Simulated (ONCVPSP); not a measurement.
# Before and after: ONCV potential for O

ONCVPSP 4.0.1 input, shortened (lines: element, Z, core and valence counts, functional; n l f; lmax; l rc ep ncon nbas qcut; lloc lpopt rc5 dvloc0; l nproj debl; icmod fcfact rcfact), PBE, scalar-relativistic:

```
  O 8.00    1    2        4      upf
    1    0    2.00
    2    0    2.00
    2    1    2.00
    2
    0    0.75    0.00    3    6    9.90
    1    1.50    0.00    5   10    7.30
    2    1.60    0.33    4    7    7.10
    4    1    0.65    0.00
    0    2    1.70
    1    2    2.20
    2    1    2.00
    3    4.50    1.50
```

In the s channel the program set the typed energies aside and used -2.144, 0.250 Ha.

All-electron outer shells of the reference configuration (PBE, scalar-relativistic, ld1.x):

| shell | level (eV) | outermost node (bohr) | outermost maximum (bohr) |
| --- | --- | --- | --- |
| 1s | -557.75 | – | 0.13 |
| 2s | -58.35 | 0.27 | 0.84 |
| 2p | -43.24 | – | 0.75 |

Change: core correction Teter function, fcfact 4.5, rcfact 1.66.

Cutoffs: the cutoffs (Ha) at which the residual kinetic energy of the hardest occupied pseudo-wave falls to 1 and 0.1 mHa per electron; they do not see the model core or the augmentation charge, which bear on the density cutoff. Errors are all-electron minus pseudo energies relative to the spin-unpolarised reference configuration.

Q: What does the change do?

A: The potential gets neither clearly harder nor softer (43 Ha and 122 Ha → 43 Ha and 122 Ha); the errors of the 4 common tests hardly move; neither file shows a bound ghost. A model core, the more so a compact one, raises the density cutoff, which this test does not measure.

```csv
quantity,base,changed
"cutoff, loose",43 Ha,43 Ha
"cutoff, tight",122 Ha,122 Ha
bound ghosts,none,none
GHOST(+) flags under 300 eV,none,none
"error for 2s2 2p4, meV [ΔE -50.02 eV]",+294,+294
"error for 2s2 2p3, meV [ΔE -33.59 eV]",+123,+122
"error for 2s2 2p1, meV [ΔE 53.87 eV]",+272,+266
"error for 2s0 2p6, meV [ΔE -20.08 eV]",+795,+789
s: phases at 0.76 bohr within 0.05 rad from the reference energy up to (Ha; the scan ends near 5),to the end of the scan,to the end of the scan
p: phases at 1.52 bohr within 0.05 rad from the reference energy up to (Ha; the scan ends near 5),to the end of the scan,to the end of the scan
d: phases at 1.63 bohr within 0.05 rad from the reference energy up to (Ha; the scan ends near 5),4.9,4.9
"rms error of d²Exc/dni dnj with the model core, mHa",3.24,2.66
```
